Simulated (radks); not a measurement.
Task: All-electron atom: the lutetium ion Lu2+ in [Xe] 4f14 6s1. All-electron calculation, Dirac Kohn-Sham, BLYP, spin-unpolarised, spherical densities, point nucleus. Program: a radial shooting solver on a logarithmic mesh with Libxc functionals. Some entries of the table are withheld. Estimate them.

| orbital | occ. | eigenvalue (hartree) | r(max) (bohr) | <r> (bohr) |
|---|---|---|---|---|
| 1s1/2 | 2 | (1) | 0.01213 | 0.01932 |
| 2s1/2 | 2 | -395.5570 | 0.06948 | 0.08123 |
| 2p1/2 | 2 | -377.5551 | 0.05192 | 0.06740 |
| 2p3/2 | 4 | -336.4698 | 0.05844 | 0.07501 |
| 3s1/2 | 2 | -90.11273 | 0.1960 | 0.2121 |
| 3p1/2 | 2 | -82.15597 | 0.1838 | 0.2020 |
| 3p3/2 | 4 | -73.39324 | 0.1973 | 0.2162 |
| 3d3/2 | 4 | -59.89716 | 0.1551 | 0.1898 |
| 3d5/2 | 6 | -57.98404 | 0.1589 | 0.1942 |
| 4s1/2 | 2 | (2) | (3) | 0.4778 |
| 4p1/2 | 2 | -15.19503 | 0.4474 | 0.4850 |
| 4p3/2 | 4 | -13.20014 | 0.4761 | 0.5177 |
| 4d3/2 | 4 | -7.88019 | (4) | 0.5410 |
| 4d5/2 | 6 | -7.51617 | (5) | 0.5526 |
| 5s1/2 | 2 | -2.86845 | 1.043 | 1.168 |
| 5p1/2 | 2 | -1.96936 | (6) | 1.306 |
| 5p3/2 | 4 | -1.71163 | (7) | 1.414 |
| 4f5/2 | 6 | -1.01003 | 0.4657 | 0.7121 |
| 4f7/2 | 8 | -0.95393 | 0.4711 | 0.7271 |
| 6s1/2 | 1 | (8) | 2.733 | 3.053 |

Result: 
(1) 1s1/2 eigenvalue (hartree): -2322.132
(2) 4s1/2 eigenvalue (hartree): -18.43301
(3) 4s1/2 r(max) (bohr): 0.4465
(4) 4d3/2 r(max) (bohr): 0.4757
(5) 4d5/2 r(max) (bohr): 0.4850
(6) 5p1/2 r(max) (bohr): 1.132
(7) 5p3/2 r(max) (bohr): 1.220
(8) 6s1/2 eigenvalue (hartree): -0.65016
